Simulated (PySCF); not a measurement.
**IrOCl2: double against triple zeta**

Base calculation in PySCF with density fitting and no spin–orbit coupling, PBE/def2-SVP (scalar-relativistic core potentials): doublet, C2v, Ir–Cl 2.220 Å (×2), Ir–O 1.696 Å; Cl–Ir–Cl 118.9°, Cl–Ir–O 120.6° (×2); wavenumbers 103, 134, 179, 393, 407, 971 cm⁻¹; dipole moment 0.51 D, polar-tensor charge of Ir 0.96 e, atomisation energy (no zero-point energy) 1281 kJ/mol.

What changes on going to PBE/def2-TZVP (scalar-relativistic core potentials)?

The point group stays the same. Changes: mean bond to Ir -0.020 Å, smallest bond angle -0.3 degrees, highest wavenumber +6 cm⁻¹, lowest wavenumber +6 cm⁻¹, dipole moment +0.02 D, polar-tensor charge of Ir +0.07 e, atomisation energy (no zero-point energy) +29 kJ/mol. The new structure has Ir–Cl 2.192 Å (×2), Ir–O 1.694 Å; Cl–Ir–Cl 118.6°, Cl–Ir–O 120.7° (×2), with wavenumbers 109, 136, 187, 406, 417, 977 cm⁻¹. The larger basis shortens the bonds, as added polarisation functions usually do.

Spin–orbit coupling can matter for IrOCl₂ and is left out. Open d or f shells are single determinants, so the state found may not be the ground state. Each species is the lowest minimum found with this bonding; other isomers or fragments can lie lower.
